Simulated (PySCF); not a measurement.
Compound: Si(OMe)2Me2, C4H12O2Si.
InChI=1S/C4H12O2Si/c1-5-7(3,4)6-2/h1-4H3

The closed-shell ground state was solved at several levels (PySCF, density fitting, gas phase, non-relativistic). One conformer (not necessarily the lowest) at the PBE0-D3(BJ)/def2-SVP geometry, without solvent, vibrations or thermal averaging.

```json
{"level": "PBE0/pcSseg-1", "basis functions": "186", "total energy (Eh)": "-599.1534", "HOMO (eV)": "-7.64", "LUMO (eV)": "1.11", "gap (eV)": "8.75", "dipole (D)": "1.74"}
{"level": "PBE0/def2-SVPD", "basis functions": "246", "total energy (Eh)": "-598.9009", "HOMO (eV)": "-7.69", "LUMO (eV)": "0.44", "gap (eV)": "8.13", "dipole (D)": "1.60"}
```

(1) Estimate the row for wB97X-D/pcSseg-1, a basis of 186 functions; the other rows only guide the guess.

(2) Over all these levels, which gives the widest orbital gap and which the narrowest?

(3) How far do the dipole and the HOMO energy spread over the levels?

Answers

(1) Total energy -599.5338 Eh, HOMO -9.54 eV, LUMO 2.91 eV, gap 12.45 eV, dipole 1.77 D.

(2) wB97X-D/pcSseg-1 (range-separated hybrid) has the widest, 12.45 eV, and PBE0/def2-SVPD (global hybrid, 25 % exact exchange) the narrowest, 8.13 eV. Functional and basis both differ between the two, so the spread mixes both effects.

(3) The dipole runs from 1.60 to 1.77 D (mean 1.70 D) and the HOMO from -9.54 to -7.64 eV.

wB97X-D is run here without its empirical dispersion term; that term would change no orbital, density or response property at a fixed geometry.
